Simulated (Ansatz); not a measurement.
The same path of CH4 + H4OSn (11 atoms, charge 0, multiplicity 1) was run twice with different band settings. Lost on the way: Sn1–O2, H6–C7. Made: Sn1–C7, O2–H6.

Level of theory: RKS revPBE-D4/def2-mTZVP in Ansatz 0.2.0.

Relaxed end points:

```xyz
11
Properties=species:S:1:pos:R:3
Sn -0.760 1.544 0.646
O -0.324 -0.014 1.858
H -1.830 0.863 -0.515
H -1.508 2.785 1.596
H 0.705 2.119 -0.071
H 0.641 -1.481 -0.159
C 0.756 -1.519 -1.250
H -0.065 0.299 2.745
H 1.371 -2.385 -1.527
H 1.246 -0.601 -1.603
H -0.232 -1.610 -1.720
```

```xyz
11
Properties=species:S:1:pos:R:3
Sn -0.603 1.061 -0.476
O 0.638 -0.762 2.023
H -1.224 2.109 -1.719
H -1.916 0.692 0.589
H 0.605 1.955 0.386
H 0.007 -1.115 2.678
C 0.223 -0.723 -1.389
H 1.176 -0.133 2.538
H 0.715 -1.321 -0.613
H 0.956 -0.451 -2.161
H -0.576 -1.314 -1.856
```

Common settings: movable images 7; climbing image yes; spring 5.0 eV/Å²; optimiser quadratic models (default); force threshold 0.05 eV/Å; iteration limit 60; end points relaxed.

| run | start path |
| --- | --- |
| 1 | through a guess of the saddle point |
| 2 | straight line |

Problem. What does each run give, and how far can it be trusted?

Solution. Run 1: converged after 43 iterations, highest image 1.981 eV above the first end. Neighbouring images differ by up to 1.9 eV, so the band resolves the path poorly. A vibrational analysis at the climbing image gives one clearly imaginary mode, 1285i cm⁻¹: a first-order saddle point.
Run 2: converged after 27 iterations, highest image 1.999 eV above the first end. Neighbouring images differ by up to 1.3 eV, so the band resolves the path poorly. The order of the stationary point at the top wasn't checked.
The orbitals stay closed-shell, which can raise the energy where a bond breaks towards radicals; this wasn't checked here.
